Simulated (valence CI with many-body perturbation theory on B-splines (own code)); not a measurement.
Hg38+: what each term of the Hamiltonian does

Computed by configuration interaction combined with many-body perturbation theory (CI+MBPT): six valence electrons over a frozen Dirac-Fock core [Kr], a basis of 7 s, 7 p, 8 d, 6 f, 4 g, 1 h functions for each j, with the one-electron correlation potential Σ1, the two-electron term Σ2, the three-electron term Σ3, Breit, model QED; selected CI, second order for the rest, scaled by the run's own slope (own B-spline code, finite nucleus).

The last digits are not significant, and no measured levels were compared; by estimate large intervals hold to a few tenths of a per cent, small ones and those within an open d or f shell to about a per cent. Core correlation moves these levels by up to 10000 cm⁻¹, and in measured spectra 5 to 20 % of such shifts remained as error; rates that hang on mixing are uncertain with them. Among the levels kept, up to 720 cm⁻¹ of a level comes from second order outside the variational space, and about a tenth of that is noise between levels of different J, which matters for small intervals. Only levels of the ground parity were solved; by the run's estimate the other parity begins above the list, which can be wrong where configurations are misplaced.

Each rung adds one term. CI alone is the Dirac-Coulomb CI over the frozen core; QED comes last and gives the full result, which names the levels. Energies are above (4d3/2^4 4d5/2^2) J=4 on the same rung, in cm⁻¹.

Levels are named by their leading jj configuration (3d3/2^4 stands for four electrons in 3d with j = 3/2), which in mixed levels can hold well under half, so a name can repeat and another be missing. Letters in brackets count levels of one name in rising energy.

```csv
Level,CI alone
(4d3/2^4 4d5/2^2) J=2,25231
(4d3/2^4 4d5/2^2) J=0,82613
(4d3/2^3 4d5/2^3) J=3 [a],186970
(4d3/2^3 4d5/2^3) J=4 [a],196000
(4d3/2^3 4d5/2^3) J=1 [a],202645
(4d3/2^3 4d5/2^3) J=5,228546
(4d3/2^3 4d5/2^3) J=6,232607
(4d3/2^3 4d5/2^3) J=2 [a],247944
(4d3/2^3 4d5/2^3) J=3 [b],253456
(4d3/2^3 4d5/2^3) J=0,284073
(4d3/2^3 4d5/2^3) J=1 [b],296878
(4d3/2^3 4d5/2^3) J=2 [b],298901
(4d3/2^3 4d5/2^3) J=4 [b],301639
(4d3/2^3 4d5/2^3) J=3 [c],308571
(4d3/2^2 4d5/2^4) J=2 [a],397693
(4d3/2^2 4d5/2^4) J=0 [a],407037
```

(1) What do these energies become with core correlation, Breit and QED?

(2) How does the ionisation energy move along the ladder, and which term matters most?

Results:

(1) (4d3/2^4 4d5/2^2) J=2 24582 (-649); (4d3/2^4 4d5/2^2) J=0 84270 (+1657); (4d3/2^3 4d5/2^3) J=3 [a] 187526 (+556); (4d3/2^3 4d5/2^3) J=4 [a] 194511 (-1489); (4d3/2^3 4d5/2^3) J=1 [a] 203774 (+1129); (4d3/2^3 4d5/2^3) J=5 223104 (-5441); (4d3/2^3 4d5/2^3) J=6 225551 (-7056); (4d3/2^3 4d5/2^3) J=2 [a] 243552 (-4392); (4d3/2^3 4d5/2^3) J=3 [b] 249110 (-4346); (4d3/2^3 4d5/2^3) J=0 277020 (-7053); (4d3/2^3 4d5/2^3) J=1 [b] 291856 (-5022); (4d3/2^3 4d5/2^3) J=2 [b] 294458 (-4443); (4d3/2^3 4d5/2^3) J=4 [b] 295281 (-6358); (4d3/2^3 4d5/2^3) J=3 [c] 301534 (-7037); (4d3/2^2 4d5/2^4) J=2 [a] 397632 (-61); (4d3/2^2 4d5/2^4) J=0 [a] 408472 (+1434).

(2) CI alone 1776.0, + Σ1 1778.6, + Σ2 1782.8, + Σ3 1782.9, + Breit 1782.2, + QED 1782.3 eV. The largest step is Σ2, 4.1 eV. NIST lists 1780 ± 4 eV (theoretical).
